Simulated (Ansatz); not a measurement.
## Reading a saddle point

A first-order saddle point of SnH5O2, doublet, PBE0-D4/def2-TZVP, with one imaginary mode of 1072i cm⁻¹:

```
atom    x (Å)    y (Å)    z (Å)
  H1  -0.3952  -0.1549  -0.4295
 Sn2   1.3918   0.0200  -0.1475
  O3  -1.7858  -0.2726  -0.6266
  O4  -2.3944  -0.3724   0.5755
  H5   1.6412   1.1753   1.0875
  H6   2.0432  -1.4817   0.3332
  H7   2.1513   0.5486  -1.5818
  H8  -2.6521   0.5376   0.7893
```

Ansatz 0.2.0; basis: def2-TZVPP and def2-QZVPP; cores frozen in the correlated methods; orbitals are unrestricted. Filled d shells of the heavier atoms are correlated. Core potentials replace the inner electrons of the atoms past krypton. The def2 sets are not built for correlating such inner shells, so the correlated values are less sure here. Extrapolation: Hartree–Fock as exp(−7.88 √X), correlation as X^−2.97.

(1) Which contacts change along the imaginary mode, and what lies on either side? (A judgement: the text doesn't fix the answer.)

(2) Which side is lower, and how far does the saddle lie above each? (An estimate is asked for; the value comes from the calculation.)

The T1 diagnostic stays at or below 0.024. ⟨S²⟩ of the unrestricted Hartree–Fock references: 0.75 to 0.79 (a pure state has 0.75).

## Answers

(1) By the calculation: The step is HO₂ ([O][OH]) + SnH₄ → H₂O₂ ([OH][OH]) + SnH₃, with the molecules in contact on both sides. Shortening one way: H1–O3; lengthening the same way: H1–Sn2.
| pair | one side (Å) | saddle (Å) | other side (Å) |
| --- | --- | --- | --- |
| H1–O3 | 2.78 | 1.41 | 0.97 |
| H1–Sn2 | 1.73 | 1.82 | 3.07 |

(2) By the calculation: The side with H1–O3 short is lower by 47.2 kJ/mol; the saddle lies 106.5 kJ/mol above it and 59.3 kJ/mol above the other (CCSD(T) at an estimated basis limit (MP2 extrapolated from triple and quadruple zeta, plus CCSD(T) − MP2 in triple zeta); electronic energies).

Labels in which every atom is bracketed show which atoms are joined, not bond orders.

For scale, one of the runs: CCSD(T)/def2-TZVPP, 182 basis functions, launched by `ansatz run in.yaml --threads 4 --pin off --events-out ev --progress --plain --max-ram 9574MiB`. Time: 4.6 min of wall clock on 4 CPU threads of an Arm Neoverse V1; the host was shared. Peak host memory: 5.6 GiB.
